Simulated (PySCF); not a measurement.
How methods differ on the excitation energy of Zr

Zr [Kr] 4d2 5s2 (3F) → Zr [Kr] 4d3 5s1 (5F), as a difference of total energies. Calculation: PySCF 2.14, in x2c-TZVPPall (8s6p6d2f1g, 79 functions); the spin-free X2C one-electron Hamiltonian (Gaussian nucleus). Correlated levels: valence: [Kr] frozen. The calculations carry no spin-orbit coupling.

| method | excitation energy (eV) | error (eV) |
| --- | --- | --- |
| UHF | 0.003 | -0.585 |
| MP2 (valence) | 0.468 | -0.120 |
| SCS-MP2 (valence) | 0.944 | +0.356 |
| CCSD (valence) | 0.600 | +0.012 |
| CCSD(T) (valence) | 0.659 | +0.071 |

Reference: 0.588 eV (measured; NIST levels, between the centres of gravity of the two terms).

Errors of the correlated levels include the incompleteness of this basis and the frozen core.
